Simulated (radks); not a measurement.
Q: The table gives one normalised radial function P(r) = r R(r) (large component) of Pt67+ in [Ne] 3s1 (r in bohr). Method: Dirac Kohn-Sham, exchange-only PBE, spin-unpolarised, spherical densities, finite nucleus; Fermi nuclear charge, rms radius 5.427 fm; computed with a radial shooting solver on a logarithmic mesh with Libxc functionals.

r	P
0.001362	0.9411
0.001875	1.1689
0.002582	1.4248
0.003556	1.6903
0.004936	1.9326
0.006798	2.0707
0.009362	2.0078
0.01289	1.6126
0.01775	0.7650
0.02445	-0.5537
0.03394	-2.1701
0.04674	-3.4744
0.06437	-3.8589
0.08864	-3.0692
0.1221	-1.6535
0.1695	-0.5213
0.2334	-0.0856
0.3214	-0.0056
0.4426	-0.0001

Which n and l does it have? It may be an empty orbital.

A: n = 2, l = 0: the number of nodes gives n - l - 1 = 1, the rise at small r points to l (this Dirac orbital starts outside the nucleus as r^gamma with gamma = sqrt((l + 1)^2 - (Z/c)^2) = 0.82; the j = 1/2 orbital of l + 1 starts with the same power, but with a smaller coefficient, and then steepens), and the extent must fit the shell. The curve is that of 2s1/2. 2s1/2: eigenvalue -19479.4 eV, 1 radial node at r = 0.0216 bohr, <r> = 0.0706 bohr, 90 % of the charge inside 0.110 bohr.
